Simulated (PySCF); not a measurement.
Adding and removing an electron: PBr

UHF-SCS-MP2; basis P def2-TZVPPD, Br def2-TZVPPD; no relativity; PySCF 2.14. Neutral (UHF): triplet (π ↑↑), Re = 2.185 Å, ωe = 432 cm⁻¹, De = 2.64 eV.

PBr⁺ (UHF): doublet (π ↑), Re = 2.053 Å, ωe = 564 cm⁻¹, De = 4.02 eV to P⁺ + Br. The energies at the minima are -2913.51736 hartree for PBr and -2913.18937 for PBr⁺.

(1) Work out the adiabatic ionisation energy, without and with harmonic zero-point energies (1 hartree = 27.2114 eV, 1 eV = 8065.5 cm⁻¹), and the change of the bond length.

PBr⁻ (UHF): doublet (π ↑), Re = 2.335 Å, ωe = 327 cm⁻¹, De = 0.37 eV to P + Br⁻. The energies at the minima are -2913.51736 hartree for PBr and -2913.55708 for PBr⁻.

(2) Work out the adiabatic electron affinity, without and with harmonic zero-point energies (1 hartree = 27.2114 eV, 1 eV = 8065.5 cm⁻¹), and the change of the bond length.

Correlated steps freeze 14 core orbitals. Weak bonds: PBr⁻. Basis-set superposition, not corrected here, can be much of De in a small basis, most of all at correlated wavefunction levels. Spin–orbit coupling is left out. For an ion De counts to the pair picked by the measured ionisation energies or electron affinities, which need not be the lowest pair at this level. States were picked by a PBE0 search and need not be the measured ground states.

## Answers

(1) At UHF-SCS-MP2: 0.32799 hartree = 8.925 eV between the minima; the zero-point term (564.0 − 432.0)/2 cm⁻¹ = +0.008 eV makes it 8.933 eV. Re changes by -13.2 pm against the neutral. The electron leaves a π orbital, and the shorter bond of the ion fits an antibonding orbital, or a change in how ionic the bond is.

(2) At UHF-SCS-MP2: 0.03972 hartree = 1.081 eV between the minima; the zero-point term (432.0 − 327.0)/2 cm⁻¹ = +0.007 eV makes it 1.087 eV. Re changes by +15.0 pm against the neutral. The electron enters a π orbital, and the longer bond of the ion fits an antibonding orbital, or a change in how ionic the bond is.
